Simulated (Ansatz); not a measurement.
This geometry of CH$_{3}$NOSSi (8 atoms, charge 0, multiplicity 1) is a first-order saddle point.

Level of theory: Ansatz, RKS revPBE/6-31G*.

```xyz
8
Properties=species:S:1:pos:R:3
N -0.731 2.663 0.950
C 0.126 1.904 0.654
S 1.394 0.846 0.209
Si 0.220 -1.016 0.034
O -0.829 -1.017 -1.264
H -0.531 -1.210 1.308
H 1.316 -2.020 -0.139
H -0.873 -0.207 -1.807
```

Task: Which two structures does it join? (They come from a converged band through this point; their orientation in space is the band's.)

Result: No bond is made or broken. The dihedral S3–Si4–O5–H8 goes from -72 to 61°.

Initial state:

```xyz
8
Properties=species:S:1:pos:R:3
N -0.648 2.654 0.760
C 0.244 1.893 0.602
S 1.531 0.794 0.356
Si 0.253 -0.979 0.017
O -0.573 -0.958 -1.433
H -0.654 -1.060 1.204
H 1.247 -2.085 -0.073
H -1.308 -0.315 -1.489
```

Final state:

```xyz
8
Properties=species:S:1:pos:R:3
N -0.599 2.770 1.127
C 0.196 1.972 0.770
S 1.393 0.862 0.261
Si 0.141 -0.940 0.026
O -0.984 -0.867 -1.206
H -0.650 -1.142 1.269
H 1.222 -1.956 -0.192
H -0.628 -0.757 -2.110
```

Task: How far does it lie above each of them?

Result: 1.7 kcal/mol above the first and 1.2 kcal/mol above the second. This is the barrier of this one path; another mechanism may lie lower.

Run time: 3.8 min on 1 thread of Arm Neoverse V2 (shared host), peak memory 0.13 GiB.
